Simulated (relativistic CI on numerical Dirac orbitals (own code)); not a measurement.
Ligand-field terms of d2

Computed with a parametric ligand-field model of a d^n configuration (Racah B and C, spin-orbit zeta, crystal field), exact diagonalisation.

Field parameters in Wybourne normalisation: D3d B²₀ = −7Dσ, B⁴₀ = −14Dq − 21Dτ, B⁴₃ = −14√(10/7) Dq; D4h B²₀ = −7Ds, B⁴₀ = 21(Dq − Dt), B⁴₄ = 21√(5/14) Dq; Oh B⁴₀ = 21Dq, B⁴₄ = √(5/14) B⁴₀. The field is a parameter set, without covalency.

Problem. Ground term and bands for B = 1020, C = 3590, ζ = 0 cm⁻¹, Oh, 10Dq = 7000 cm⁻¹?

Solution. Ground term 3T1 with 0.10 electrons in the two orbitals of the cubic e set. Spin-allowed: 3T2 5994 cm⁻¹ (1668 nm), 3A2 12994 cm⁻¹ (770 nm), 3T1 20288 cm⁻¹ (493 nm). Lowest spin-forbidden: 1T2 13715 cm⁻¹ (729 nm), 1E 14455 cm⁻¹ (692 nm), 1T2 22973 cm⁻¹ (435 nm).

Problem. Ground term and bands for B = 940, C = 4860, ζ = 0 cm⁻¹, D4h, 10Dq = 24500, Ds = 3000, Dt = 50 cm⁻¹?

Solution. Ground term 3A2 with 0.01 electrons in the two orbitals of the cubic e set. Spin-allowed: 3E 8031 cm⁻¹ (1245 nm), 3E 25173 cm⁻¹ (397 nm), 3B2 27553 cm⁻¹ (363 nm), 3E 37305 cm⁻¹ (268 nm). Lowest spin-forbidden: 1B2 15619 cm⁻¹ (640 nm), 1B1 15785 cm⁻¹ (634 nm), 1A1 23569 cm⁻¹ (424 nm).

Problem. A d2 ion in Oh symmetry has the ground term 3T1 and bands at 1T2 12194 cm⁻¹ (820 nm), 1E 12288 cm⁻¹ (814 nm), 1A1 27956 cm⁻¹ (358 nm), 3T2 35010 cm⁻¹ (286 nm), 3T1 44470 cm⁻¹ (225 nm), 3A2 71810 cm⁻¹ (139 nm). Which parameters reproduce them?

Solution. B = 750, C = 3710, ζ = 0 cm⁻¹, Oh, 10Dq = 36800 cm⁻¹.

Problem. Ground term and bands for B = 320, C = 1490, ζ = 0 cm⁻¹, D3d, 10Dq = 15700, Dσ = 1200, Dτ = -240 cm⁻¹?

Solution. Ground term 3E with 0.01 electrons in the two orbitals of the cubic e set. Spin-allowed: 3A2 731 cm⁻¹, 3E 14231 cm⁻¹ (703 nm), 3A1 15321 cm⁻¹ (653 nm), 3E 18433 cm⁻¹ (543 nm). Lowest spin-forbidden: 1A1 3986 cm⁻¹ (2509 nm), 1E 4817 cm⁻¹ (2076 nm), 1E 6077 cm⁻¹ (1646 nm).

Problem. Ground term and bands for B = 300, C = 1300, ζ = 0 cm⁻¹, D3d, 10Dq = 23450, Dσ = 1200, Dτ = 70 cm⁻¹?

Solution. Ground term 3E with 0.00 electrons in the two orbitals of the cubic e set. Spin-allowed: 3A2 3516 cm⁻¹ (2844 nm), 3E 22670 cm⁻¹ (441 nm), 3A1 25598 cm⁻¹ (391 nm), 3E 28123 cm⁻¹ (356 nm). Lowest spin-forbidden: 1A1 1684 cm⁻¹, 1E 4388 cm⁻¹ (2279 nm), 1E 8172 cm⁻¹ (1224 nm).
